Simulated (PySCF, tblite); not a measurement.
Species: C5H13NSi.
Atom-mapped SMILES: `[CH2:1]=[C:2]([CH3:3])[SiH2:4][N:5]([CH3:6])[CH3:7]` (hydrogens: H8, H9 on C1; H10, H11, H12 on C3; H13, H14 on Si4; H15, H16, H17 on C6; H18, H19, H20 on C7)

Computed with GFN2-xTB (tblite), gas phase: nudged elastic band of 9 images (0 to 8), spring 0.2 eV/Å², climbing image at the end, force threshold 0.05 eV/Å. No saddle search or frequency run followed, so the top image need not be a first-order saddle, and its height can exceed the method's true barrier by a kcal/mol or more.

Path: rotation about Si4–N5 (SiH2 silicon, silicon-bound nitrogen), followed by the dihedral C2–Si4–N5–C6.

Image 0 (start, dihedral -45°):
```
atom  x, y, z in Å
C1     -2.568    0.201    0.640
C2     -1.620    0.318   -0.277
C3     -1.819   -0.209   -1.666
Si4     0.028    1.171    0.074
N5      1.247   -0.011   -0.216
C6      1.122   -1.362    0.273
C7      2.623    0.372   -0.405
H8     -2.446    0.588    1.638
H9     -3.513   -0.283    0.436
H10    -2.726   -0.806   -1.741
H11    -1.891    0.623   -2.366
H12    -0.967   -0.816   -1.967
H13     0.302    2.233   -0.901
H14    -0.012    1.745    1.432
H15     1.621   -1.494    1.242
H16     0.072   -1.615    0.391
H17     1.579   -2.059   -0.437
H18     2.670    1.373   -0.825
H19     3.183    0.365    0.538
H20     3.110   -0.324   -1.095
```

Image 8 (end, +0.065 eV, dihedral 81°):
```
atom  x, y, z in Å
C1     -2.258    1.017    0.925
C2     -1.585    0.460   -0.073
C3     -2.083   -0.798   -0.723
Si4     0.057    1.161   -0.726
N5      1.434    0.148   -0.497
C6      1.734   -0.952   -1.376
C7      2.029   -0.017    0.804
H8     -1.916    1.919    1.404
H9     -3.183    0.604    1.302
H10    -3.022   -1.132   -0.283
H11    -2.234   -0.633   -1.789
H12    -1.345   -1.593   -0.617
H13    -0.040    1.331   -2.179
H14     0.367    2.401   -0.012
H15     1.344   -1.904   -0.993
H16     1.300   -0.770   -2.356
H17     2.818   -1.055   -1.486
H18     1.831    0.862    1.411
H19     1.633   -0.897    1.328
H20     3.112   -0.141    0.706
```

**Question.** What do the inner images look like?

**Answer.** 
Image 1: +0.022 eV, dihedral -28°
```
atom  x, y, z in Å
C1     -2.487    0.255    0.711
C2     -1.604    0.321   -0.274
C3     -1.886   -0.303   -1.607
Si4     0.045    1.214   -0.067
N5      1.273    0.021   -0.250
C6      1.082   -1.374    0.061
C7      2.660    0.402   -0.192
H8     -2.308    0.716    1.668
H9     -3.433   -0.259    0.607
H10    -2.785   -0.919   -1.577
H11    -2.025    0.477   -2.355
H12    -1.047   -0.916   -1.932
H13     0.279    2.191   -1.139
H14     0.040    1.916    1.230
H15     1.466   -1.625    1.057
H16     0.025   -1.621    0.031
H17     1.613   -1.992   -0.671
H18     2.767    1.445   -0.475
H19     3.071    0.274    0.818
H20     3.249   -0.214   -0.878
```

Image 2: +0.076 eV, dihedral -8°
```
atom  x, y, z in Å
C1     -2.423    0.338    0.762
C2     -1.601    0.325   -0.278
C3     -1.988   -0.376   -1.546
Si4     0.061    1.217   -0.216
N5      1.311    0.036   -0.247
C6      1.121   -1.389   -0.142
C7      2.669    0.418    0.039
H8     -2.181    0.863    1.671
H9     -3.378   -0.168    0.752
H10    -2.869   -1.000   -1.399
H11    -2.209    0.359   -2.318
H12    -1.175   -0.996   -1.919
H13     0.240    2.096   -1.385
H14     0.097    2.043    1.004
H15     1.385   -1.757    0.856
H16     0.086   -1.646   -0.337
H17     1.757   -1.903   -0.872
H18     2.791    1.488   -0.104
H19     2.941    0.171    1.073
H20     3.360   -0.109   -0.627
```

Image 3: +0.137 eV, dihedral 12°
```
atom  x, y, z in Å
C1     -2.372    0.437    0.811
C2     -1.607    0.331   -0.268
C3     -2.092   -0.445   -1.456
Si4     0.071    1.198   -0.354
N5      1.350    0.049   -0.251
C6      1.208   -1.379   -0.365
C7      2.645    0.418    0.259
H8     -2.072    1.018    1.667
H9     -3.336   -0.047    0.884
H10    -2.988   -1.015   -1.213
H11    -2.325    0.238   -2.272
H12    -1.335   -1.134   -1.825
H13     0.182    1.966   -1.609
H14     0.165    2.128    0.781
H15     1.262   -1.867    0.614
H16     0.257   -1.630   -0.819
H17     2.008   -1.786   -0.993
H18     2.759    1.497    0.248
H19     2.780    0.060    1.287
H20     3.434   -0.025   -0.358
```

Image 4 (top): +0.167 eV, dihedral 27°
```
atom  x, y, z in Å
C1     -2.343    0.539    0.857
C2     -1.609    0.343   -0.230
C3     -2.131   -0.536   -1.328
Si4     0.074    1.190   -0.444
N5      1.386    0.081   -0.303
C6      1.279   -1.322   -0.609
C7      2.591    0.388    0.425
H8     -2.021    1.186    1.656
H9     -3.306    0.067    0.993
H10    -3.075   -0.999   -1.046
H11    -2.284    0.049   -2.235
H12    -1.425   -1.328   -1.570
H13     0.118    1.853   -1.762
H14     0.227    2.189    0.619
H15     1.053   -1.919    0.283
H16     0.497   -1.485   -1.343
H17     2.219   -1.686   -1.034
H18     2.700    1.464    0.528
H19     2.584   -0.064    1.424
H20     3.460   -0.001   -0.115
```

Image 5: +0.149 eV, dihedral 40°
```
atom  x, y, z in Å
C1     -2.321    0.659    0.888
C2     -1.595    0.373   -0.185
C3     -2.091   -0.644   -1.171
Si4     0.075    1.211   -0.524
N5      1.415    0.132   -0.378
C6      1.330   -1.223   -0.861
C7      2.483    0.309    0.572
H8     -2.010    1.396    1.609
H9     -3.266    0.173    1.088
H10    -3.047   -1.063   -0.860
H11    -2.213   -0.188   -2.154
H12    -1.380   -1.460   -1.275
H13     0.066    1.740   -1.900
H14     0.290    2.278    0.453
H15     0.946   -1.908   -0.093
H16     0.676   -1.263   -1.728
H17     2.319   -1.577   -1.164
H18     2.593    1.363    0.810
H19     2.305   -0.247    1.501
H20     3.421   -0.051    0.138
```

Image 6: +0.116 eV, dihedral 52°
```
atom  x, y, z in Å
C1     -2.287    0.784    0.905
C2     -1.573    0.415   -0.150
C3     -2.035   -0.725   -1.012
Si4     0.079    1.232   -0.613
N5      1.432    0.171   -0.443
C6      1.411   -1.122   -1.077
C7      2.314    0.200    0.696
H8     -1.991    1.605    1.536
H9     -3.206    0.285    1.180
H10    -2.956   -1.163   -0.632
H11    -2.206   -0.379   -2.031
H12    -1.276   -1.502   -1.055
H13     0.040    1.617   -2.032
H14     0.347    2.368    0.267
H15     0.995   -1.894   -0.414
H16     0.813   -1.077   -1.984
H17     2.427   -1.426   -1.347
H18     2.385    1.214    1.079
H19     1.970   -0.459    1.503
H20     3.312   -0.131    0.392
```

Image 7: +0.092 eV, dihedral 66°
```
atom  x, y, z in Å
C1     -2.248    0.904    0.918
C2     -1.550    0.456   -0.117
C3     -1.982   -0.780   -0.851
Si4     0.080    1.242   -0.695
N5      1.433    0.187   -0.490
C6      1.526   -1.030   -1.255
C7      2.115    0.080    0.775
H8     -1.962    1.792    1.456
H9     -3.141    0.407    1.269
H10    -2.857   -1.236   -0.390
H11    -2.220   -0.537   -1.887
H12    -1.177   -1.512   -0.867
H13     0.017    1.508   -2.137
H14     0.386    2.433    0.095
H15     1.091   -1.884   -0.717
H16     1.003   -0.912   -2.201
H17     2.574   -1.267   -1.459
H18     2.098    1.041    1.282
H19     1.653   -0.669    1.431
H20     3.156   -0.212    0.608
```

The largest changes of bonds and angles from start to top: Si4–H13 1.467 → 1.476 Å, Si4–H14 1.475 → 1.467 Å, C2–Si4 1.888 → 1.896 Å, C6–H16 1.087 → 1.085 Å, N5–Si4–H14 116.1 → 107.4°, C2–Si4–N5 106.0 → 112.3°, N5–Si4–H13 104.6 → 109.8°. GFN2-xTB torsional profiles can miss by a kcal/mol or more and can put conformers in the wrong order.

**Question.** What do single points at PBE0/pcSseg-1 (PySCF, no dispersion term) give on some images?

**Answer.** 
```tsv
image	GFN2-xTB E (eV)	DFT E (eV)	HOMO (eV)	LUMO (eV)	dipole (D)
0	0.000	0.000	-6.25	-0.08	0.79
2	0.076	0.106	-6.09	-0.11	0.88
4	0.167	0.177	-6.04	-0.06	0.95
6	0.116	0.105	-6.13	-0.03	1.02
8	0.065	0.016	-6.19	-0.04	1.07
```

Energies count from image 0 at each level. At the GFN2-xTB top the DFT energy is 4.1 kcal/mol against 3.8; the geometries weren't optimised at the DFT level.

What follows is the cost of the whole band run. On one thread of an Arm Neoverse V1, shared host with 32 logical CPUs at a one-minute load of 23, this took 5.6 s of wall time and 0.19 GiB of memory at its peak.
